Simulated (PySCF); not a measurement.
CH3F3OSi, SMILES O[Si](F)(F)CF. Geometry: PBE-D3(BJ)/def2-SVP. This is a generated structure with no PubChem entry under its InChIKey; it may be hypothetical. The values are those of a single conformer.

Computed equilibrium geometry at PBE-D3(BJ)/def2-SVP (PySCF confirms it by a frequency run) as bond lengths and angles (one conformer of several):
Atoms: O1 Si2 F3 F4 C5 F6 H7 H8 H9. Bonded distances (Å): O1–Si2 1.649, O1–H7 0.977, Si2–F3 1.623, Si2–F4 1.625, Si2–C5 1.895, C5–F6 1.406, C5–H8 1.112, C5–H9 1.113. Bond angles (°): Si2–O1–H7 110.4, O1–Si2–F3 110.2, O1–Si2–F4 111.2, O1–Si2–C5 108.0, F3–Si2–F4 105.1, F3–Si2–C5 111.1, F4–Si2–C5 111.2, Si2–C5–F6 106.7, Si2–C5–H8 112.7, Si2–C5–H9 111.4, F6–C5–H8 109.1, F6–C5–H9 109.1, H8–C5–H9 107.8.
